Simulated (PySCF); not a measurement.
A TDDFT job was run through a driver script with this input:

```
{"job": {"kind": "uv", "xc": "CAM-B3LYP", "basis": "def2-SVPD", "nstates": 8, "ntriplets": 3}, "charge": 0, "multiplicity": 1}
C      2.130931    -0.827587    -0.011335
C      0.719402    -0.643150     0.523253
O     -0.235102    -1.420228    -0.195439
B     -0.990462    -0.248533    -0.590877
N     -2.462005    -0.301330     0.234261
C      0.037074     0.722110     0.279618
C      0.699139     1.784922    -0.472190
O      0.424950     2.961340    -0.379948
H      2.804777    -0.110435     0.451581
H      2.472723    -1.836102     0.210497
H      2.141782    -0.696696    -1.089641
H      0.701729    -0.918624     1.589986
H     -1.265161    -0.080104    -1.727556
H     -3.052336    -0.997899    -0.209599
H     -2.271132    -0.585138     1.191270
H     -2.907998     0.610715     0.214670
H     -0.402282     1.143783     1.186125
H      1.445212     1.449273    -1.216332
```

Method used: PySCF 2.14.0, density-fitted response routines, TDDFT CAM-B3LYP/def2-SVPD, vertical, gas phase, core orbitals frozen in the response. Job line and output are in the format of a driver script around the code.

Task: Give the output.

Result: 
```
coarse grid: 14864 points
cycle   1  E = -387.7691337892  dE =  1.358e+00  |g| = 1.042e+00  |ddm| = 7.279e+00
cycle   2  E = -387.4776231689  dE =  2.915e-01  |g| = 1.676e+00  |ddm| = 3.605e+00
cycle   3  E = -387.9959808516  dE = -5.184e-01  |g| = 1.400e-01  |ddm| = 2.254e+00
cycle   4  E = -387.9992140463  dE = -3.233e-03  |g| = 8.630e-02  |ddm| = 3.377e-01
cycle   5  E = -388.0006164856  dE = -1.402e-03  |g| = 2.136e-02  |ddm| = 1.301e-01
cycle   6  E = -388.0007102574  dE = -9.377e-05  |g| = 6.055e-03  |ddm| = 3.720e-02
cycle   7  E = -388.0007200138  dE = -9.756e-06  |g| = 1.261e-03  |ddm| = 1.543e-02
final grid: 143168 points
cycle   8  E = -388.0780934786  dE = -5.830e-05  |g| = 4.578e-03  |ddm| = 1.504e-01
cycle   9  E = -388.0780926940  dE =  7.846e-07  |g| = 5.372e-03  |ddm| = 1.893e-02
cycle  10  E = -388.0780985417  dE = -5.848e-06  |g| = 1.024e-03  |ddm| = 7.467e-03
cycle  11  E = -388.0780987278  dE = -1.861e-07  |g| = 3.470e-04  |ddm| = 1.599e-03
cycle  12  E = -388.0780987547  dE = -2.694e-08  |g| = 7.211e-05  |ddm| = 8.074e-04
cycle  13  E = -388.0780987561  dE = -1.329e-09  |g| = 2.833e-05  |ddm| = 1.620e-04
cycle  14  E = -388.0780987563  dE = -2.376e-10  |g| = 1.005e-05  |ddm| = 8.217e-05
converged SCF energy = -388.0780987563

Static polarisability (au): isotropic 78.195, principal 67.078 83.357 84.151

Singlet excitations
state   eV       nm        f      main configurations
  1   4.3917    282.3   0.00051   H->L+1 0.91
  2   6.0964    203.4   0.02745   H-1->L 0.94
  3   6.1870    200.4   0.02151   H->L 0.86
  4   6.6403    186.7   0.09371   H-1->L+1 0.66, H-2->L 0.21
  5   6.7722    183.1   0.00664   H-2->L 0.63, H-1->L+1 0.24
  6   7.0966    174.7   0.00563   H->L+4 0.29, H->L+3 0.27, H-2->L+1 0.11
  7   7.1383    173.7   0.10034   H-2->L+1 0.61, H->L+2 0.11
  8   7.1938    172.3   0.00969   H-1->L+2 0.81

Triplet excitations (Tamm-Dancoff, eV): 3.8335 5.3652 5.9672
```

Isolated species at its GFN2-xTB geometry (one conformer only).

The SCF starts on a coarse grid; the energy jumps when the final grid takes over, and dE counts afresh there. H and L stand for HOMO and LUMO.

The values belong to the conformer `[CH3:1][C@@H:2]1[O:3][B@@H-:4]([NH3+:5])[C@@H:6]1[CH:7]=[O:8]`: B4–C6–C7–O8 107°.
